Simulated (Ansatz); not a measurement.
Job for Ansatz (a program for electronic structure): R-BLYP/def2-TZVPP on CH5FGe (SMILES [CH3][GeH2][F]), a point of a torsion scan.

Ansatz 0.2 input:
```yaml
crystal:
  periodic: [false, false, false]
  atoms:
    - {symbol: C, position_ang: [1.06824110, 0.07964888, -0.06677464]}
    - {symbol: Ge, position_ang: [-0.89575468, -0.02318909, -0.00731957]}
    - {symbol: F, position_ang: [-1.24878965, -1.16555940, 1.27378525]}
    - {symbol: H, position_ang: [1.46507186, -0.53337398, -0.87213625]}
    - {symbol: H, position_ang: [1.47037140, -0.28032780, 0.87672553]}
    - {symbol: H, position_ang: [1.40272328, 1.10179348, -0.22037762]}
    - {symbol: H, position_ang: [-1.62351959, 1.19981560, 0.48145476]}
    - {symbol: H, position_ang: [-1.59389197, -0.65279021, -1.18163104]}
basis:
  gaussian:
    orbitals: def2-TZVPP
hamiltonian:
  xc: {name: BLYP}
scf: {lower_state_search: off}
```

The head of its log:

```
WARN ansatz: RAYON_NUM_THREADS=2 ignored (pool sized by the plan → 2); use --threads N
Functional definition: BLYP
these checks for a lower state are left out or cut short: stability, starts, cluster_reference, orbital_swaps, neighbouring_geometries, increment
integrals: 0.08 GiB planned
989 factors; their error is unknown
mean field: 0.64 GiB planned
mean field evaluation 1: about -60345.5773 eV, gradient 7.8e1 eV
mean field evaluation 2: about -60319.3397 eV, gradient 1.4e2 eV
```

Q: Predict the final total energy.

A: -2218.0743 hartree.
